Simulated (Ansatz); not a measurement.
```yaml
atoms:
  - { symbol: C, position_ang: [-0.4897, -1.1434, -0.0793] }
  - { symbol: C, position_ang: [0.0878, 0.2025, 0.0166] }
  - { symbol: C, position_ang: [0.5567, 1.2952, 0.0944] }
  - { symbol: H, position_ang: [-0.9582, -1.2907, -1.0524] }
  - { symbol: H, position_ang: [0.2828, -1.9018, 0.0479] }
  - { symbol: H, position_ang: [-1.2461, -1.2914, 0.6915] }
  - { symbol: H, position_ang: [0.9759, 2.2717, 0.1641] }
```

Basis set: def2-TZVP (spherical functions). Left uncorrelated: 3 orbitals. Charge 0, multiplicity 3.

Computed with Ansatz (development build ahead of 0.2.0); each method stands on the lowest determinant of its kind that the runs found.

Problem. Give the atomization energy at this shape (free ground-state atoms in the same class of orbitals less the molecule, no zero-point energy) of triplet C3H4 by UHF-MP2, UHF.

Solution.

| method | atomization energy |
| --- | --- |
| UHF-MP2 | 23.51 eV |
| UHF | 17.61 eV |

Caution: another spin multiplicity may lie lower; the determinant breaks the point group.
